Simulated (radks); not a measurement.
Valence configurations of La (all share [Xe]). Method: scalar-relativistic Kohn-Sham, PBE, spin-polarised, spherical densities, finite nucleus; open shells are filled with parallel spins first (spin-orbit coupling, left out, can overturn this in heavy ions); Fermi nuclear charge, rms radius 4.855 fm; computed with a radial shooting solver on a logarithmic mesh with Libxc functionals. Energies are relative to 5d1 6s2; eigenvalues in eV for spin up.

valence	E (eV)	moment (Bohr magnetons)	e(4f)	e(5d)	e(6p)	e(6s)
5d2 6s1	-0.017	3	-	-2.536	-	-3.492
5d1 6s2	0.000	1	-	-3.306	-	-3.816
4f0.5 5d1 6s1.5	0.204	2	-1.194	-2.424	-	-3.505
4f1 6s2	0.687	1	-0.021	-	-	-3.420
5d0.5 6s2 6p0.5	1.046	1	-	-4.221	-1.918	-4.449
5d3	1.055	3	-	-1.764	-	-
5d1 6s1 6p1	1.695	3	-	-4.250	-2.126	-4.680
5d2 6p1	2.261	3	-	-3.355	-1.759	-
6s2 6p1	2.303	1	-	-	-2.374	-5.043

NIST lists [Xe] 5d1 6s2 as the ground configuration; this level of theory puts 5d2 6s1 lower, by 0.017 eV. The energies are those of spherical high-spin densities, not of single terms. No valid solution was reached for [Xe] 4f1 5d1 6s1.
